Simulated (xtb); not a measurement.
C2H10FNSi2, SMILES NC[SiH2]C[SiH2]F. All values are semi-empirical tight-binding results from xtb (GFN2-xTB unless named), good for trends rather than for accurate numbers. Geometry: GFN2-xTB. The structure was generated by enumeration, and PubChem lists no compound with its InChIKey, so it may never have been made. The values are those of a single conformer.

Optimised geometry:

```xyz
16

N     -3.5447    -0.2926    -0.3852
C     -2.4539    -0.3195     0.5817
Si    -0.7869    -0.1635    -0.3357
C      0.6162    -0.1050     0.9537
Si     2.3476    -0.0224     0.2057
F      2.3666     1.1936    -0.8512
H     -3.4561    -1.0684    -1.0314
H     -4.4419    -0.3859     0.0812
H     -2.4703    -1.2205     1.2169
H     -2.5992     0.5315     1.2513
H     -0.6153    -1.3597    -1.1795
H     -0.8086     1.0379    -1.1681
H      0.4653     0.7624     1.5973
H      0.5527    -0.9762     1.6052
H      3.3757     0.3308     1.1770
H      2.6868    -1.1964    -0.5841
```
Charge 0, spin multiplicity 1.

```
Quantity                                        Value
--------------------------------------  -------------
orbital gap                                   4.69 eV
dipole moment                                  3.12 D
zero-point energy                       72.4 kcal/mol
G − E(el) at 298.15 K (modified RRHO)   50.1 kcal/mol
static polarisability (D4 model)           93.3 bohr³
solvation energy, GFN2-xTB/ALPB(water)  -2.1 kcal/mol
solvation energy, GFN2-xTB/ALPB(chcl3)  -5.2 kcal/mol
```

**Question.** Give the atomic charges and the Wiberg bond orders between heavy atoms. (The exact figures need the calculation; the answer reports its results.)

**Answer.** charges (e) N1 -0.35, C2 -0.08, Si3 0.47, C4 -0.26, Si5 0.53, F6 -0.29, H7 0.12, H8 0.13, H9 -0.01, H10 0.02, H11 -0.09, H12 -0.07, H13 0.03, H14 0.02, H15 -0.08, H16 -0.09. Bond orders N1–C2 1.04, C2–Si3 0.86, Si3–C4 0.89, C4–Si5 0.93, Si5–F6 1.08.
